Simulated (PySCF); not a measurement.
Run record: geometry optimisation, 2-pyridinemethanethiol, `SCc1ccccn1`.

Computed with PBE0-D3(BJ)/def2-SVP geometry optimisation, gas phase (PySCF 2.14.0). Start geometry: GFN2-xTB. The input is one job of a driver script: a line of settings, then coordinates in Å.

Input:
```
{"job": {"xc": "PBE0", "basis": "def2-SVP", "d3": "d3bj", "grid": 2, "kind": "geom"}, "charge": 0, "multiplicity": 1}
S      2.988392    -0.009668    -0.666625
C      1.805669    -0.835272     0.471244
C      0.424195    -0.313688     0.247902
C     -0.376621    -0.793010    -0.785135
C     -1.639498    -0.252002    -0.948600
C     -2.057583     0.747520    -0.082948
C     -1.179219     1.164041     0.905010
N      0.027185     0.651620     1.067588
H      2.765491     1.219459    -0.210360
H      1.885340    -1.895744     0.238056
H      2.132626    -0.640481     1.491120
H     -0.010714    -1.568556    -1.440483
H     -2.287263    -0.605877    -1.737434
H     -3.035468     1.193434    -0.174761
H     -1.446947     1.946214     1.603513
```

Output:
```
step   0  E = -684.99451028  max force = 0.012357
step   1  E = -684.99609253  max force = 0.003496
step   2  E = -684.99613960  max force = 0.000503
step   3  E = -684.99614584  max force = 0.000587
step   4  E = -684.99615389  max force = 0.000688
step   5  E = -684.99617416  max force = 0.001407
step   6  E = -684.99622184  max force = 0.002310
step   7  E = -684.99627140  max force = 0.002798
step   8  E = -684.99634533  max force = 0.001424
step   9  E = -684.99636940  max force = 0.000521
step  10  E = -684.99637992  max force = 0.000313
optimisation converged
```

Energies in Eh; «max force» is the largest Cartesian gradient component in Eh/bohr.

Q: Give the first gradient maximum in eV/Å.

A: With 1 Eh/bohr = 51.422 eV/Å, 0.635 eV/Å.

Q: How much energy does the optimisation release, in kcal/mol?

A: E(step 0) − E(last step) = 0.001870 Eh, which is 1.2 kcal/mol.

Summary of the converged run: final energy -684.99638 Eh after 10 steps; dipole 2.67 D.

The run took 1.9 min on an Arm Neoverse V2 with one thread (shared host), and the process peaked at 0.73 GiB of memory.
Labels such as C1 count atoms from 1, the log's own numbers from 0.
